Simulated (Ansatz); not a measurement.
A series at Ti: from `[NH2][Ti]([Cl])([Cl])[Cl]`, ligands are replaced one by one, each step taking up H₂O and setting free HCl; n counts the steps. Ansatz, PBE0-D4/def2-TZVP geometries. Each molecule was computed in one conformer, which needn't be the lowest.

```csv
n,molecule,"zero-point energy, PBE0-D4/def2-TZVP (kJ/mol)"
0,`[NH2][Ti]([Cl])([Cl])[Cl]`,75.3
1,`[NH2][Ti]([OH])([Cl])[Cl]`,105.5
2,`[NH2][Ti]([OH])([OH])[Cl]`,136.9
3,`[NH2][Ti]([OH])([OH])[OH]`,?
```

**Question.** By hand: fit a straight line y = ȳ + b (n − n̄) to the 3 given rows and predict n = 3.

**Answer.** n̄ = 1.000, ȳ = 105.90; Σ(n − n̄)(y − ȳ) = 61.60, Σ(n − n̄)² = 2.000, so b = 30.80 kJ/mol a step. Prediction: 105.90 + (30.80) × (2.000) = 167.5 kJ/mol.

**Question.** By hand: compare with the computed value, 167.1 kJ/mol, and give the steps along the whole series.

**Answer.** The line misses by -0.4 kJ/mol (computed minus predicted). Steps: 30.2, 31.4, 30.2 kJ/mol.

The steps differ by at most 1.2 kJ/mol, 3.9 % of a mean step, so the ligands' effects nearly add and a line is close. The miss is 0.4 % of the series' range.
